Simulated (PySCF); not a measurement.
These are PBE-D3(BJ)/def2-TZVP // B3LYP-D3(BJ)/def2-TZVP in PySCF values and carry that method's errors. All species are isolated molecules in the gas phase. 

Reference species (SMILES): `[SiH3]Cl` (neutral, multiplicity 1).

The dipole moment comes out as 1.23 D.

Changed species: `Cl[SiH2]I` (whole molecule; the reference has whole molecule).

**Question.** Predict the effect on the dipole moment.

**Answer.** the dipole moment decreases by 0.29 D, to 0.94 D.
